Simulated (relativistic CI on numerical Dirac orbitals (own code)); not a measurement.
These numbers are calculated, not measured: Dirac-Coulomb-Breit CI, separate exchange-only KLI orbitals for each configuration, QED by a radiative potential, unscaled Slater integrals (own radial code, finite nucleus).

The strongest absorption lines from the ground level of an ion, among the configurations computed and to levels below about 1750 eV (vacuum wavelength in Å, gf): 7.2136 (3.1), 7.2173 (2.2), 7.2466 (1), 7.4469 (0.45), 7.5502 (0.84), 8.7036 (0.39), 8.7831 (0.36), 32.259 (0.81).

(1) Which ion is it?
A. Er41+
B. Hf45+
C. Os49+
D. Er43+

Answers

(1) A. Er41+ has 27 electrons and the ground level 3s2 3p6 3d9 2D_5/2; the strongest line goes to 3s2 3p6 3d8 4f 2F°_7/2. The pattern of lines fixes the number of electrons, and along that sequence the line energies rise steadily with the charge (about as its square where n changes within one kind of shell, about linearly where n is kept but much faster in heavy ions where fine structure, which grows about as Z⁴, sets the gap, and irregularly where shells cross), which fixes Z. Configurations outside the model, such as inner-shell arrays, can give stronger lines. At this charge energies of transitions that change n are usually good to better than 1 %, and those within a shell (Δn = 0) to a few per cent.

LS names give the leading component of a level, which can be under half, so a name can repeat, a term be missing and a line seem to break the LS rules.
